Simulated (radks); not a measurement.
Task: These are the eigenvalues of the occupied orbitals of an atom or ion with whole-number occupations (eV). All-electron calculation, Dirac Kohn-Sham, BLYP, spin-unpolarised, spherical densities, point nucleus. Program: a radial shooting solver on a logarithmic mesh with Libxc functionals.

1s1/2: -14170.25
2s1/2: -1877.331
2p1/2: -1698.109
2p3/2: -1644.238
3s1/2: -276.9380
3p1/2: -213.6774
3p3/2: -205.7460
3d3/2: -95.4248
3d5/2: -94.1186
4s1/2: -34.6342
4p1/2: -20.5157
4p3/2: -19.7711

Which element is it, and in what charge state? The configuration may be excited. Open shells, if any, fill j = l - 1/2 first.

Result: Z = 36, krypton, charge +1: Kr+ in [Ar] 3d10 4s1 4p6. The list shows which subshells hold electrons but not how many an open one holds; the 1s level, -520.75 hartree, gives Z - s = 32.3 by -(Z - s)^2/2, which with screening and relativity narrows Z to a few neighbours, and the depths of the outer levels then fix element, charge and occupations together.
